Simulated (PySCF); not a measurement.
C3H10Si2.
Z-matrix (Å and degrees, PBE0-D3(BJ)/def2-SVP geometry), rows numbered from 1:
```
C 
C   1  1.3383
Si  2  1.8734  1  124.12
C   3  1.8844  2  111.39  1   128.08
Si  3  2.3508  2  108.84  1  -111.48
H   1  1.0961  2  121.69  3    -1.10
H   1  1.0960  2  122.16  3   178.87
H   2  1.0992  1  117.92  3  -178.83
H   3  1.4994  2  108.04  1     6.48
H   4  1.1009  3  110.88  2   -60.24
H   4  1.1011  3  110.87  2   179.43
H   4  1.1012  3  110.59  2    59.79
H   5  1.4990  3  109.72  2   -59.41
H   5  1.4962  3  111.60  2    60.47
H   5  1.4985  3  111.07  2  -178.48
```

Computed with PBE0-D3(BJ)/def2-SVP geometry optimisation, gas phase in PySCF.

Take the most abundant isotopes and a rigid rotor. The values belong to one conformer with, in the numbering `[CH2:1]=[CH:2][Si@@H:3]([CH3:4])[SiH3:5]`, C1–C2–Si3–C4 128°.

Task: Give the principal moments of inertia and the rotational constants in cm⁻¹.

Result: Ia = 145.17, Ib = 262.35, Ic = 367.18 u·Å²; 505379 MHz·u·Å²/I gives 3481, 1926 and 1376 MHz, that is A = 0.11612, B = 0.06426, C = 0.04591 cm⁻¹.

Task: What kind of rotor is it?

Result: An asymmetric top: κ = (2 × 1926 − 3481 − 1376)/(3481 − 1376) = -0.48.

Task: What does the inertial defect say?

Result: Not planar: Δ = Ic − Ia − Ib = -40.35 u·Å². For a rigid frame Δ = −2 Σ m c², so Σ m c² = 20.17 u·Å² lies off the ab plane: 12.42 from hydrogen and 7.76 from heavier atoms. The atom farthest from that plane is 1.84 Å away.

Task: Give the coordinates in the principal-axis frame, origin at the centre of mass.

Result: The sense of each axis is arbitrary; atoms in the order of the calculation.
| atom | mass (u) | a (Å) | b (Å) | c (Å) |
| --- | --- | --- | --- | --- |
| C1 | 12.000 | -2.578 | -0.970 | -0.112 |
| C2 | 12.000 | -1.561 | -0.368 | 0.514 |
| Si3 | 27.977 | -0.105 | 0.420 | -0.363 |
| C4 | 12.000 | 0.174 | 2.189 | 0.221 |
| Si5 | 27.977 | 1.824 | -0.851 | 0.075 |
| H6 | 1.008 | -2.630 | -1.024 | -1.206 |
| H7 | 1.008 | -3.406 | -1.437 | 0.434 |
| H8 | 1.008 | -1.570 | -0.351 | 1.613 |
| H9 | 1.008 | -0.379 | 0.389 | -1.837 |
| H10 | 1.008 | -0.711 | 2.813 | 0.021 |
| H11 | 1.008 | 1.037 | 2.641 | -0.293 |
| H12 | 1.008 | 0.374 | 2.213 | 1.304 |
| H13 | 1.008 | 2.074 | -0.897 | 1.552 |
| H14 | 1.008 | 1.681 | -2.257 | -0.418 |
| H15 | 1.008 | 3.029 | -0.243 | -0.575 |

Task: List the rotational levels J(Ka,Kc) to J = 4 (MHz).

Result: Above 0(0,0):
J = 1: 1(0,1) 3303, 1(1,1) 4858, 1(1,0) 5408
J = 2: 2(0,2) 9786, 2(1,2) 10913, 2(1,1) 12563, 2(2,1) 17228, 2(2,0) 17350
J = 3: 3(0,3) 19242, 3(1,3) 19927, 3(1,2) 23209, 3(2,2) 27136, 3(2,1) 27711, 3(3,1) 36355, 3(3,0) 36372
J = 4: 4(0,4) 31480, 4(1,4) 31838, 4(1,3) 37219, 4(2,3) 40251, 4(2,2) 41796, 4(3,2) 49766, 4(3,1) 49884, 4(4,1) 62402, 4(4,0) 62404
The levels of one J sum to (2J + 1)J(J + 1)(A + B + C)/3.

Task: Which types of transition are allowed, and where do some lines up to J = 3 fall?

Result: The dipole components are |μa| = 0.80 D, |μb| = 0.62 D, |μc| = 0.31 D. The squared components, which scale the intensities, stand as 1.00 : 0.61 : 0.15 (a : b : c). Some of the stronger lines:

```json
{"type": "c", "branch": "Q", "J(Ka,Kc)": "3(2,2) ← 3(1,2)", "MHz": "3927", "lower level (cm⁻¹)": "0.774"}
{"type": "b", "branch": "Q", "J(Ka,Kc)": "3(1,2) ← 3(0,3)", "MHz": "3968", "lower level (cm⁻¹)": "0.642"}
{"type": "b", "branch": "Q", "J(Ka,Kc)": "3(2,1) ← 3(1,2)", "MHz": "4501", "lower level (cm⁻¹)": "0.774"}
{"type": "c", "branch": "Q", "J(Ka,Kc)": "2(2,1) ← 2(1,1)", "MHz": "4665", "lower level (cm⁻¹)": "0.419"}
{"type": "b", "branch": "R", "J(Ka,Kc)": "2(0,2) ← 1(1,1)", "MHz": "4929", "lower level (cm⁻¹)": "0.162"}
{"type": "b", "branch": "Q", "J(Ka,Kc)": "3(3,0) ← 3(2,1)", "MHz": "8662", "lower level (cm⁻¹)": "0.924"}
{"type": "c", "branch": "R", "J(Ka,Kc)": "2(1,1) ← 1(0,1)", "MHz": "9260", "lower level (cm⁻¹)": "0.110"}
{"type": "a", "branch": "R", "J(Ka,Kc)": "3(0,3) ← 2(0,2)", "MHz": "9455", "lower level (cm⁻¹)": "0.326"}
{"type": "b", "branch": "R", "J(Ka,Kc)": "2(2,0) ← 1(1,1)", "MHz": "12492", "lower level (cm⁻¹)": "0.162"}
{"type": "c", "branch": "R", "J(Ka,Kc)": "3(2,1) ← 2(1,1)", "MHz": "15148", "lower level (cm⁻¹)": "0.419"}
{"type": "b", "branch": "R", "J(Ka,Kc)": "3(3,0) ← 2(2,1)", "MHz": "19144", "lower level (cm⁻¹)": "0.575"}
```

Task: Estimate the classical rotational partition function at 25 K, 200 K and 500 K.

Result: Point group C1, symmetry number σ = 1; q = (√π/σ)·√((kT/h)³/(ABC)), k/h = 20836.6 MHz/K: 6940 at 25 K, 157000 at 200 K, 620000 at 500 K.

No PBE0-D3(BJ)/def2-SVP frequencies stand behind this structure, so it isn't proved a minimum. Zero-point vibration and centrifugal distortion are left out. A rigid rotor knows nothing of internal rotation, which can split or shift real lines.
